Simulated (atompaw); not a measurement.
# Reading a pseudo-wave (nickel (Ni))

Columns: radius, all-electron u(r) and pseudo u(r) of the 3d shell (level -9.40 eV) of nickel in the configuration [Ne] 3s2 3p6 3d8 4s1.75 4p0.25; PBE, scalar-relativistic, PAW (atompaw) scheme, atompaw 4.2.0.5.

```
r (bohr)  all-electron  pseudo
   0.098        0.0900  0.0023
   0.196        0.3491  0.0177
   0.294        0.6183  0.0561
   0.392        0.8163  0.1222
   0.490        0.9321  0.2139
   0.588        0.9788  0.3230
   0.687        0.9766  0.4381
   0.785        0.9440  0.5426
   0.883        0.8946  0.6250
   0.981        0.8370  0.6768
   1.079        0.7768  0.6955
   1.177        0.7170  0.6840
   1.275        0.6595  0.6503
   1.373        0.6054  0.6042
   1.471        0.5549  0.5550
   1.569        0.5083  0.5083
   1.667        0.4655  0.4655
   1.765        0.4262  0.4262
   1.863        0.3903  0.3903
   1.962        0.3572  0.3572
   2.060        0.3273  0.3273
   2.158        0.3000  0.3000
   2.256        0.2750  0.2750
   2.354        0.2522  0.2522
   2.452        0.2314  0.2314
   2.550        0.2123  0.2123
```

Problem. How many radial nodes do the two functions have?

Solution. The all-electron 3d function has n − l − 1 = 0; the pseudo-wave has 0.

Problem. At about which radius was the pseudo-wave matched?

Solution. 1.55 bohr, where the columns begin to agree (steps of 0.10 bohr).

Problem. Where does each function peak?

Solution. Outermost all-electron maximum near 0.59 bohr, pseudo maximum near 1.08 bohr (to the table’s step).

Problem. Is the pseudo-wave norm-conserving?

Solution. No, it belongs to a PAW set: the norm inside the radius is not constrained, and the difference is carried by the augmentation charge.
